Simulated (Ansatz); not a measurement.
Correlation energies of C2H6GeSe (`C[C]([GeH3])=[Se]`) by basis set

```tsv
atom	x (Å)	y (Å)	z (Å)
C1	-0.3340	-0.5741	-1.3064
C2	-0.5704	0.4007	-0.2087
Ge3	0.6390	0.3073	1.3394
Se4	-1.8611	1.5975	-0.2496
H5	-1.0468	-0.4562	-2.1230
H6	-0.3929	-1.5983	-0.9179
H7	0.6855	-0.4608	-1.6953
H8	0.2571	1.3762	2.3634
H9	2.0842	0.5103	0.8443
H10	0.5393	-1.1024	1.9540
```

Charge 0, multiplicity 1. Correlated methods include outer-core shells of Ge, Se, which these sets cover unevenly. Scalar relativity is left out up to krypton. The structure was optimised at the PBE0-D4/def2-TZVP level. Frozen core, restricted reference, the Gaussian-basis code of Ansatz.

```csv
basis,HF (Eh),MP2 corr.
def2-SVP,-4553.77774,-0.74976
def2-TZVPP,-4554.42629,-0.87185
def2-QZVPP,-4554.51923,-1.45957
```

Q: Estimate the CCSD correlation energy and the (T) correction in each basis where they were run (hartree).

A: 
| basis | CCSD corr. | (T) |
| --- | --- | --- |
| def2-SVP | -0.77885 | -0.02709 |
| def2-TZVPP | -0.89992 | -0.03922 |
